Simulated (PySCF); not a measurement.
Computed with PySCF with TPSSh-D3(BJ)/def2-TZVP // CAM-B3LYP-D3(BJ)/def2-TZVP. Isolated molecules, 0 K electronic values unless said otherwise. 

Reference species (SMILES): `B` (neutral, multiplicity 1).

The LUMO comes out as -2.30 eV and the HOMO–LUMO gap is 6.98 eV.

Changed species: `BCl` (1 of 3 H replaced by Cl; the reference has 0 of 3 H replaced by Cl).

What does the change do to the LUMO and HOMO–LUMO gap?

the LUMO rises by 0.09 eV, to -2.21 eV; the HOMO–LUMO gap decreases by 1.22 eV, to 5.76 eV.
